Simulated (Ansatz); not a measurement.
# Match the barriers

Saddle point of GeH6O, closed shell (GeH₄O ([OH][GeH3]) + H₂ → GeH₄ + H₂O; bonds formed: Ge1–H7, O2–H6; bonds broken: Ge1–O2, H6–H7), PBE0-D4/def2-TZVP structure:

Ge1  (-0.444, 0.415, -0.426)
O2  (0.669, -1.131, 0.248)
H3  (0.045, 1.869, -0.313)
H4  (-1.952, 0.205, -0.263)
H5  (-0.069, -0.039, -1.868)
H6  (0.398, -0.497, 1.173)
H7  (-0.243, 0.335, 1.473)
H8  (1.595, -1.157, -0.024)
(Å)

Program: Ansatz 0.2.0. Basis: def2-TZVPP, with def2-QZVPP for the basis limit. Cores are frozen in the correlated methods. Filled d shells of the heavier atoms are correlated. The def2 sets are not built for correlating such inner shells, so the correlated values are less sure here. Extrapolation: Hartree–Fock as exp(−7.88 √X), correlation as X^−2.97. Four methods, as single points on the PBE0-D4 structures, gave these electronic barriers from the start structure: 1.721, 1.898, 2.214, 2.688 eV.

**Question.** The methods were, in alphabetical order, BHLYP-D4, HF, PBE-D4, r2SCAN-D4. Which gave which? (A judgement: the text doesn't fix the answer.)

**Answer.** By the calculation: PBE-D4 1.721; r2SCAN-D4 1.898; BHLYP-D4 2.214; HF 2.688 eV. For comparison, CCSD(T) at an estimated basis limit (MP2 extrapolated from triple and quadruple zeta, plus CCSD(T) − MP2 in triple zeta) gives 2.164 eV.

T1 diagnostic: at most 0.014.

Labels in which every atom is bracketed show which atoms are joined, not bond orders.

For scale, one of the runs: CCSD(T)/def2-TZVPP, 163 basis functions, launched by `ansatz run in.yaml --threads 2 --pin off --events-out ev --progress --plain --max-ram 4352MiB`. Hardware: 2 CPU threads of an Arm Neoverse V2, shared host. Wall time 35 s; peak host memory 1.3 GiB.
